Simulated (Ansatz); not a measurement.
C2H8AsN, SMILES `CN[AsH]C`, relaxed with RKS PBE0-D4/def2-TZVP in Ansatz from a PBE-D4/def2-SVP geometry. The force threshold is 0.005 eV/Å; the program also tests the step.

The species carries charge 0 and has multiplicity 1.

Start:

```xyz
12

C    -1.085   -0.968   -1.528
N    -0.371   -0.008   -0.699
As    0.044   -0.524    1.053
C     0.764    1.236    1.608
H    -1.494   -0.463   -2.430
H    -0.486   -1.845   -1.882
H    -1.951   -1.374   -0.964
H     0.436    0.390   -1.195
H     1.464   -1.156    0.869
H     1.261    1.133    2.593
H    -0.080    1.946    1.699
H     1.497    1.631    0.876
```

How much energy does the relaxation release, and in how many steps? (Estimate.)

Ansatz gave: 5.41 kJ/mol, in 7 steps.

Which bonds change most? (An estimate is asked.)

Ansatz gave: As3–C4 from 1.981 to 1.958 Å; As3–H9 from 1.566 to 1.543 Å; N2–As3 from 1.873 to 1.851 Å; C1–H6 from 1.120 to 1.100 Å.

Give the relaxed structure. (Best estimate.)

The calculation gave: 
```xyz
12

C    -1.072   -0.969   -1.511
N    -0.382    0.015   -0.700
As    0.033   -0.499    1.029
C     0.763    1.226    1.600
H    -1.447   -0.499   -2.425
H    -0.461   -1.835   -1.804
H    -1.938   -1.348   -0.962
H     0.413    0.404   -1.191
H     1.417   -1.146    0.811
H     1.262    1.101    2.562
H    -0.063    1.928    1.715
H     1.476    1.621    0.876
```
